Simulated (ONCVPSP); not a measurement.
Hardness and transferability of assorted potentials

Generated with ld1.x 7.5 (TM, RRKJ, ultrasoft, PAW), atompaw 4.2 or ONCVPSP 4.0.1. The cutoff is in Ry: for ld1.x and atompaw files where the sum of valence levels is converged to 10 mRy in a Bessel basis, for ONCV files where the hardest occupied wave has 1 mHa per electron of residual kinetic energy. The error is the largest all-electron minus pseudo excitation energy over each file’s own four to seven test configurations (ionisations up to +4, promotions, holes and added fractions of an electron), all of which were solved. The labels leave out finer settings (local radius, basis sizes, second energies), which also bear on the numbers. Spin-polarised tests are not counted. The rows are a selection from randomly drawn settings: files with unsolved tests, undetermined cutoffs or missed reference levels are left out.

A true bound ghost makes a file unfit for plane-wave use even where its test errors are small: the radial tests pick states by their node count and pass the ghost by.

| element | potential | cutoff (Ry) | largest error (meV) | bound ghosts |
| --- | --- | --- | --- | --- |
| Ar | ONCV, PBE, scalar-relativistic, rc 1.15/1.05/1.25 (spd), local smoothed, core correction yes, reference 3s2 3p6, qcut 6.4/8.1/7, projectors 2/3/1 | 126 | +39 | p |
| As | ONCV, PBE, scalar-relativistic, rc 0.90/1.05/1.30 (spd), local smoothed, core correction yes, reference 3s2 3p6 3d10 4s2 4p3, qcut 14.3/14/14.3, projectors 2/2/2 | 149 | -20 | none |
| Sb | ONCV, BLYP, scalar-relativistic, rc 1.40/1.35/1.40 (spd), local smoothed, core correction yes, reference 4s2 4p6 4d10 5s2 5p2.5, qcut 7.6/11.6/11.9, projectors 2/2/2 | 91 | +4.4 | none |
| I | ONCV, LDA (Perdew-Wang 92), scalar-relativistic, rc 1.55/1.90/0.95 (spd), local smoothed, core correction no, reference 4d10 5s2 5p5, qcut 3.7/4.9/8.6, projectors 2/2/3 | 381 | +4.8 | s, p |
| Cs | ONCV, PBE, scalar-relativistic, rc 2.25/2.75/2.60 (spd), local smoothed, core correction yes, reference 5s2 5p6 6s1, qcut 4.4/5.3/3.3, projectors 2/3/2 | 15 | -44 | none |
| Os | ONCV, PBEsol, scalar-relativistic, rc 1.85/1.85/2.40/0.50 (spdf), local smoothed, core correction yes, reference 4f14 5s2 5p6 5d6.5 6s1.5, qcut 6.4/7.7/6.6/21.8, projectors 2/2/2/2 | 2846 | +12 | s, p, d |
| Os | ONCV, PBE, scalar-relativistic, rc 1.85/1.25/2.15 (spd), local smoothed, core correction yes, reference 5s2 5p6 5d6 6s1, qcut 8.2/7.6/8.9, projectors 2/2/2 | 63 | -13 | none |
| Pt | ONCV, BLYP, fully relativistic, rc 1.65/1.20/2.40 (spd), local smoothed, core correction yes, reference 5s2 5p6 5d9.5 6s0.5, qcut 6.7/7.5/7.2, projectors 2/1/2 | 144 | +11 | s, p3/2, p1/2 |

Problem. Fill in the row for Br: ONCV, PBE, scalar-relativistic, rc 0.90/1.10/0.90 (spd), local d, core correction no, reference 3s2 3p6 3d10 4s2 4p5, qcut 16.2/11.9/18.6, projectors 2/3/0.

Solution. cutoff 273 Ry, largest error -2.1 meV, bound ghosts: s, p.

Problem. Fill in the row for He: ONCV, PBE, scalar-relativistic, rc 0.54/0.60 (sp), local smoothed, core correction no, reference 1s2, qcut 18.3/21.9, projectors 3/3.

Solution. cutoff 181 Ry, largest error -8.5 meV, bound ghosts: none.
